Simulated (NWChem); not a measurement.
**Lowest excitation of F₂Pb**

```
Pb
F 1 2.0764
F 1 2.0764 2 96.89
```
Charge 0, spin multiplicity 1.

The numbers come from NWChem runs, not from measurements. Structure: optimised with PBE/def2-SVP with def2 effective core potentials on Pb, a minimum by its harmonic frequencies.

Basis set: def2-SVPD.

| method | lowest vertical singlet excitation energy (eV) | relative cost | difference from EOM-CCSD |
|---|---|---|---|
| TD-LDA (SVWN5) | 4.32 | 1 | -0.97 |
| TD-PBE | 4.32 | under 3 | -0.98 |
| CIS | 6.24 | under 3 | +0.95 |
| TD-B3LYP | 4.76 | under 3 | -0.53 |
| EOM-CCSD | 5.29 | 10 | 0.00 |

The values span 1.92 eV, from TD-PBE (lowest) to CIS (highest). Costs are rough ratios of processor time within this set of runs, SCF included, with TD-LDA (SVWN5) as 1.

Effective core potentials replace the inner electrons of Pb; spin-orbit coupling is left out. The correlated methods keep 6 core orbitals frozen. B3LYP has NWChem's definition, with VWN1-RPA local correlation. The structure started from a generated list of species. Differences from the coupled-cluster row are differences between methods, not errors against experiment.
